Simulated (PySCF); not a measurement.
## ZrN⁺: energy against distance

Set-up: basis Zr def2-TZVPPD with ECP28, N def2-TZVPPD; scalar-relativistic core potentials; PySCF 2.14. Energies in eV from Zr⁺ (4d2 5s1) + N in their ground configurations at the same level. State: singlet, unpaired electrons σ ↑, δ ↓.

```tsv
R (Å)	UHF-CCSD(T)
1.569	-2.803
1.638	-3.424
1.691	-3.674
1.743	-3.772
1.795	-3.750
1.865	-3.588
1.952	-3.250
2.057	-2.745
```

Question: Put a parabola through the three lowest points of the UHF-CCSD(T) curve and estimate Re, k and ωe (reduced mass 12.12 u; 1 eV/Å² = 0.16022 mdyn/Å; ωe = 1302.8·√(k/μ) cm⁻¹).

Answer: Through R = 1.691, 1.743, 1.795 Å the second-order coefficient is 22.2 eV/Å², so Re ≈ 1.759 Å, k ≈ 7.11 mdyn/Å and ωe ≈ 998 cm⁻¹. A polynomial fit of higher order to the unrounded UHF-CCSD(T) energies gives Re = 1.758 Å, k = 6.45 mdyn/Å, ωe = 950 cm⁻¹; anharmonicity and rounding make the difference.

The higher-order fit for each curve: UHF-CCSD(T): Re = 1.758 Å, ωe = 950 cm⁻¹, De = 3.78 eV.

Correlated steps freeze 1 core orbital. Spin–orbit coupling is left out, which matters for elements this heavy, above all for dissociation energies. For an ion De counts to the pair picked by the measured ionisation energies or electron affinities, which need not be the lowest pair at this level. The CCSD T1 diagnostic is raised, a sign that a single reference may not be enough here. With d or f electrons several states lie close, and the lowest PBE0 determinant need not be the measured ground state.
